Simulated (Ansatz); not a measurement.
Geometry optimisation, Ansatz 0.2.0, RKS B3LYP-D4/def2-SVP.

Input:

```yaml
crystal:
  periodic: [false, false, false]
  atoms:
    - { symbol: Sn, position_ang: [-0.13968, -0.268293, 0.151434] }
    - { symbol: H, position_ang: [-0.064815, -0.043889, 1.865457] }
    - { symbol: O, position_ang: [1.766763, -0.300127, -0.437448] }
    - { symbol: H, position_ang: [1.911868, -0.772376, -1.27069] }
    - { symbol: O, position_ang: [-0.978306, 1.406796, -0.536938] }
    - { symbol: H, position_ang: [-1.401934, 1.308632, -1.403827] }
    - { symbol: H, position_ang: [-0.965087, -1.63466, -0.502473] }
    - { symbol: "N", position_ang: [1.427716, 2.297439, 1.4994] }
    - { symbol: H, position_ang: [2.107234, 1.815711, 0.908791] }
    - { symbol: H, position_ang: [0.733337, 2.690007, 0.860253] }
    - { symbol: H, position_ang: [0.927404, 1.539759, 2.003541] }
basis:
  gaussian: { orbitals: def2-SVP }
hamiltonian:
  xc: b3lyp
  dispersion: d4
relax:
  f_tol: 0.03
  max_steps: 50
output:
  orbitals: {}
```

Launched with:

```bash
$ ansatz run input.yaml --threads 2 --pin off --max-ram 3072MiB --backend cpu --events-out ev --progress --plain --runs-dir out
```

**Question.** Where does it end, and by what steps?

**Answer.** It converged. After 8 steps the energy has fallen by 0.171 eV; H11 moved furthest, 0.62 Å.

```
step  energy less start (eV)  largest force component (eV/Å)  accepted
   0                  0.0000                           0.784       yes
   1                 -0.0879                           0.556       yes
   2                 -0.1261                           0.460       yes
   3                 -0.1502                           0.246       yes
   4                 -0.1671                           0.211       yes
   5                 -0.1704                           0.039       yes
   6                 -0.1710                           0.050       yes
   7                 -0.1712                           0.044       yes
   8                 -0.1713                           0.009       yes
```

```xyz
11
Properties=species:S:1:pos:R:3
Sn -0.203 -0.369 0.177
H -0.353 -0.505 1.865
O 1.758 -0.355 -0.224
H 1.962 -0.612 -1.134
O -1.025 1.386 -0.326
H -1.277 1.435 -1.259
H -0.927 -1.587 -0.807
N 1.497 2.401 1.228
H 2.017 1.660 0.754
H 0.628 2.531 0.707
H 1.248 2.055 2.155
```

Whether the end is a true minimum wasn't checked by a vibrational analysis.

Run time: 27 s on 2 threads of Arm Neoverse V2 (shared host), peak memory 0.23 GiB.
